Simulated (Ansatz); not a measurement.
Ansatz (an electronic-structure program) input (CCSD(T)/aug-cc-pVDZ):

Ansatz 0.2 input:
```yaml
crystal:
  periodic: [false, false, false]
  atoms:
    - {symbol: O, position_ang: [1.41558330, 1.82651640, 0.01666077]}
    - {symbol: C, position_ang: [0.68328166, 0.88307330, 0.00229248]}
    - {symbol: C, position_ang: [0.88786830, -0.61789425, -0.22935126]}
    - {symbol: C, position_ang: [-0.64494966, -0.73952088, -0.37748231]}
    - {symbol: F, position_ang: [-1.22294417, -1.69324396, 0.44586458]}
    - {symbol: C, position_ang: [-0.83654182, 0.71550823, 0.10464785]}
    - {symbol: H, position_ang: [1.24031812, -1.12146773, 0.67381296]}
    - {symbol: H, position_ang: [1.51633985, -0.90399971, -1.07159160]}
    - {symbol: H, position_ang: [-0.98872167, -0.92964349, -1.39333524]}
    - {symbol: H, position_ang: [-1.44668483, 1.38716316, -0.49768659]}
    - {symbol: H, position_ang: [-1.17737114, 0.74801379, 1.14209256]}
basis:
  gaussian:
    orbitals: aug-cc-pVDZ
magnetization: {spin_polarized: false}
correlation: {method: ccsd_t, electrons: outside_noble_gas}
output: {forces: true}
```

End of the output:

```
too little memory for Intel AMX tiles; the run may be slower
densities: 4.90 GiB planned
second order -25.71986917 eV of doubles, -0.00000000 eV of singles
coupled cluster: 2.58 GiB planned
cycle   1  -25.90914783 eV  change   -1.9e-1 eV  update   1.3e-1
cycle   2  -26.57920461 eV  change   -6.7e-1 eV  update   3.9e-2
cycle   3  -26.76482272 eV  change   -1.9e-1 eV  update   2.0e-2
cycle   4  -26.75754785 eV  change    7.3e-3 eV  update   4.7e-3
cycle   5  -26.75557565 eV  change    2.0e-3 eV  update   2.0e-3
cycle   6  -26.75648871 eV  change   -9.1e-4 eV  update   6.2e-4
cycle   7  -26.75638033 eV  change    1.1e-4 eV  update   2.5e-4
cycle   8  -26.75622387 eV  change    1.6e-4 eV  update   8.8e-5
cycle   9  -26.75624007 eV  change   -1.6e-5 eV  update   3.4e-5
cycle  10  -26.75626875 eV  change   -2.9e-5 eV  update   1.2e-5
cycle  11  -26.75625520 eV  change    1.4e-5 eV  update   5.1e-6
perturbative correction -0.96446021 eV, -0.0354432588 hartree
the calculation of the forces begins
Total energy: -8971.94917842 eV, -329.7130509012 hartree
Atom 0 at     1.415583     1.826516     0.016661 Å, force     1.113212     1.432031     0.030420 eV/Å
Atom 1 at     0.683282     0.883073     0.002292 Å, force    -0.710187    -0.908119    -0.041213 eV/Å
Atom 2 at     0.887868    -0.617894    -0.229351 Å, force     0.153876    -0.208752    -0.018633 eV/Å
Atom 3 at    -0.644950    -0.739521    -0.377482 Å, force     0.072886     0.138088    -0.174975 eV/Å
Atom 4 at    -1.222944    -1.693244     0.445865 Å, force    -0.250177    -0.423526     0.399173 eV/Å
Atom 5 at    -0.836542     0.715508     0.104648 Å, force    -0.236116     0.092810     0.056904 eV/Å
Atom 6 at     1.240318    -1.121468     0.673813 Å, force     0.119128    -0.197337     0.400351 eV/Å
Atom 7 at     1.516340    -0.904000    -1.071592 Å, force     0.251162    -0.118519    -0.377688 eV/Å
Atom 8 at    -0.988722    -0.929643    -1.393335 Å, force    -0.137929    -0.067780    -0.441525 eV/Å
Atom 9 at    -1.446685     1.387163    -0.497687 Å, force    -0.257524     0.274823    -0.279161 eV/Å
Atom 10 at    -1.177371     0.748014     1.142093 Å, force    -0.118333    -0.013720     0.446345 eV/Å
Dipole moment:    -0.187782    -0.193348    -0.197613 e Å
```
